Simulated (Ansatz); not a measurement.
Consider the ligand exchange at the Si–N bond: `O[SiH](O)N[SiH](Cl)Cl` + H–F → `F[SiH](Cl)Cl` + `N[SiH](O)O`.

Isolated molecules relaxed with PBE0-D4/def2-TZVP in Ansatz; ΔE leaves out vibrations. CCSD(T)/CBS is the MP2 limit (def2-TZVPP, def2-QZVPP) plus CCSD(T) − MP2 in def2-TZVPP, frozen cores. This one scheme is used for every species. DFT in def2-TZVPP. One conformer a species, not always the lowest.

```
  level  ΔE (kJ/mol)
 PBE-D4        -63.8
PBE0-D4        -60.8
ωB97X-V        -68.7
 B2PLYP        -76.2
```

What does CCSD(T)/CBS give? (An estimate is asked.)

The calculation gave: -63.3 kJ/mol. The listed levels differ from it by -0.5, 2.5, -5.4, -12.9 kJ/mol.

Largest T1 diagnostic among the species: 0.011.

The D4 term adds +17.3 kJ/mol with B3LYP and +10.1 kJ/mol with PBE0; it sums over pairs of atoms, weighted by their polarisabilities, and B3LYP, whose exchange is more repulsive, gets the larger term. In def2-TZVPP, CCSD(T) changes the Hartree–Fock value by +19.1 kJ/mol (the triples alone add +2.9 kJ/mol) and MP2 by +22.6 kJ/mol. From PBE to PBE0 (25 % exact exchange), in def2-TZVPP and without D4, ΔE moves by +3.9 kJ/mol.

B3LYP here is the variant with VWN-RPA as its local correlation; programs differ in this.
